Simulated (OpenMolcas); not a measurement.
## Mo+: CASPT2 settings compared

* Program: OpenMolcas
* Basis: ANO-RCC-VDZP [6s5p3d1f]
* Scalar Hamiltonian: DKH3, point nucleus
* Active space: 5 electrons in 6 orbitals (4d 5s)
* State averaging: 2S+1 = 6 even, 6 roots; 2S+1 = 4 even, 9 roots kept (CI in the orbitals of an earlier block, 0 in the spin-orbit step)
* Spin-orbit coupling: state interaction with AMFI integrals over the reference wave functions, term energies averaged over their components

Methods on the same reference wave functions:
A. CASSCF
B. SS-CASPT2, IPEA 0.75 Eh, no level shift (closed shells correlated: 4s 4p)
C. SS-CASPT2, IPEA 0.4 Eh, no level shift (closed shells correlated: 4s 4p)
D. XMS-CASPT2, IPEA 0.6 Eh, sigma1 regulariser 0.3 Eh (closed shells correlated: 3d 4s 4p)

Energies in cm-1 above 4d5 6S 5/2, the measured ground level; measured values from NIST Handbook of Basic Atomic Spectroscopic Data.

```csv
Level,A,B,C,D,Measured
4d5 6S 5/2,0.0,0.0,0.0,0.0,0.0
4d4 5s 6D 1/2,9320,11050,11540,10450,11783
4d4 5s 6D 3/2,9521,11250,11740,10650,12034
4d4 5s 6D 5/2,9855,11590,12070,10980,12417
4d4 5s 6D 7/2,10323,12060,12540,11450,12900
4d4 5s 6D 9/2,10924,12660,13140,12050,13461
```

Deviations, from unrounded energies. A percentage is the sum of absolute deviations over the sum of measured energies, with the sign that they share, or ± where signs differ.

```json
{"Against measurement": "mean absolute deviation (cm-1)", "Levels": "5", "A": "2500", "B": "800", "C": "310", "D": "1400"}
{"Against measurement": "other configurations (%)", "Levels": "5", "A": "-20.2", "B": "-6.4", "C": "-2.5", "D": "-11.2"}
```

C lies closest to measurement on these levels and A furthest from it. The largest miss of C in the table is 4d4 5s 6D 7/2, by -360 cm-1. The ranking rests on the paired levels alone, and a cruder setting can come out closer through cancelling errors.

Among B to D the level of the table that moves most is 4d4 5s 6D 1/2, by 1100 cm-1 (lowest in D, highest in C). Moves below CASPT2's spread within the term are not significant.

The lowest spin-free term lies below A's lowest term by 0.251 hartree in B, 0.267 hartree in C, 0.280 hartree in D.

CASPT2 breaks the degeneracy within a term, and the mean is taken; among the terms shown or strongly mixed into the levels shown the widest spread is 480 cm-1 (4d4 5s 6D, B). Some high roots are left out of the spin-orbit mixing, which shifts the levels that they would mix with. A single d shell beside an s shell can misplace configurations of different d count against each other. Without dynamic correlation excited terms often stand tens of per cent too high (terms of higher spin than the ground term too low), and those without a measured partner can miss by more than the paired ones (holds for A). Computed and measured levels are paired by configuration, term and J; levels that our copy of the source lacks, or whose pairing is in doubt (as where it misses far off the trend of its configuration), stay unpaired and out of the deviations. Levels of configurations outside the active space are missing.
